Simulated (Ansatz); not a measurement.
# Yb2OCl2 in a box, plane waves

Ansatz 0.2.0, DFT PBE, scalar-relativistic, plane waves, PAW, molecule in a box. The geometry was relaxed with Gaussian bases (r2SCAN; Yb lcecp-0-SVP with ECP60, O def2-SVP, Cl def2-SVP).

```yaml
crystal:
  lattice:
    - [9.0, 0.0, 0.0]
    - [0.0, 9.0, 0.0]
    - [0.0, 0.0, 18.54]
  atoms:
    - { symbol: Yb, position: [0.5, 0.5, 0.61544606] }
    - { symbol: Yb, position: [0.5, 0.5, 0.38477562] }
    - { symbol: O, position: [0.5, 0.5, 0.50011057] }
    - { symbol: Cl, position: [0.5, 0.5, 0.75750324] }
    - { symbol: Cl, position: [0.5, 0.5, 0.24271845] }
basis:
  ecutwfc: 420
  ecutrho_ratio: 4
kpoints:
  mp_grid: { grid: [1, 1, 1] }
hamiltonian:
  xc: pbe
scf:
  occupations: { method: gaussian, width: 0.01 }
output:
  forces: true
  eigenvalues: true
  populations: true
  hubbard: { sites: [{ species: Yb, l: f }] }
```

Command:
```sh
ansatz run input.yaml --threads 2 --pin off --max-ram 5120MiB --backend cpu --events-out ev --progress --plain --runs-dir out
```
It took 11 s on 2 threads of Arm Neoverse V1, with other jobs on the host, peak memory 0.9 GiB.

How does the SCF go?


```
SCF iter   1: F=—  HF=-30320.277913 eV  |F-HF|=—  |Δ(HF+E_count)|=         —  Δρ=7.12e-3
preconditioner: auto → Resta (q_TF=auto, 1.629 Å⁻¹)  ε∞=2.8  [insulator: Δε(μ)=0.553 eV  Ē_g=5.116 eV  σ=0.010 eV  W_gap=1.00  n_s
SCF iter   2: F=—  HF=-30324.139845 eV  |F-HF|=—  |Δ(HF+E_count)|=    3.86e0  Δρ=7.17e-2
preconditioner: auto → LDOS  [insulator: Δε(μ)=0.105 eV  Ē_g=3.960 eV  σ=0.010 eV  W_gap=0.50  n_scr=116 (ndim 8)  ℏωp=6.8 eV  f_v
SCF iter   3: F=—  HF=-30320.248142 eV  |F-HF|=—  |Δ(HF+E_count)|=    3.89e0  Δρ=6.68e-3
...
SCF iter  29: F=—  HF=-30320.091278 eV  |F-HF|=—  |Δ(HF+E_count)|=   8.21e-8  Δρ=3.32e-5
SCF iter  30: F=—  HF=-30320.091279 eV  |F-HF|=—  |Δ(HF+E_count)|=   8.75e-7  Δρ=1.46e-5
SCF iter  31: F=—  HF=-30320.091280 eV  |F-HF|=—  |Δ(HF+E_count)|=   5.46e-7  Δρ=8.89e-6
SCF iter  32: F=—  HF=-30320.091280 eV  |F-HF|=—  |Δ(HF+E_count)|=   4.78e-7  Δρ=8.73e-6
SCF iter  33: F=-30320.091280 eV  HF=-30320.091280 eV  |F-HF|=1.10e-8  |Δ(HF+E_count)|=   6.10e-8  Δρ=1.36e-6
```

Which levels lie next to the highest filled one (eV, counted from it)?

Filled: -0.21, -0.21, -0.21, -0.21, -0.20, -0.20, -0.17, -0.12, -0.12, 0.00. Empty: 0.02, 0.54, 2.22, 2.43, 2.60, 2.70, 2.76.

How is the f shell of Yb1 filled?

Natural occupations, full = 1; each spin alike: 0.94, 1.00, 1.00, 1.00, 1.00, 1.00, 1.00; in all 13.88 e.

How is the f shell of Yb2 filled?

Natural occupations, full = 1; each spin alike: 0.94, 1.00, 1.00, 1.00, 1.00, 1.00, 1.00; in all 13.88 e.

What forces are left at this geometry, relaxed with Gaussian bases (eV/Å)?


```
Yb   0.00  0.00 -0.30
Yb   0.00  0.00  0.30
O    0.00  0.00  0.00
Cl   0.00  0.00 -0.68
Cl   0.00  0.00  0.68
```

Some levels are partly filled under the smearing.

The highest of the empty levels listed lie near the vacuum level and may be states of the box.

The forces come from the other functional as well as from the basis.

No frequency check is given that shows the relaxed geometry to be a minimum. An lcecp potential fixes the number of 4f electrons, so in runs with it no electron can move into or out of that shell.
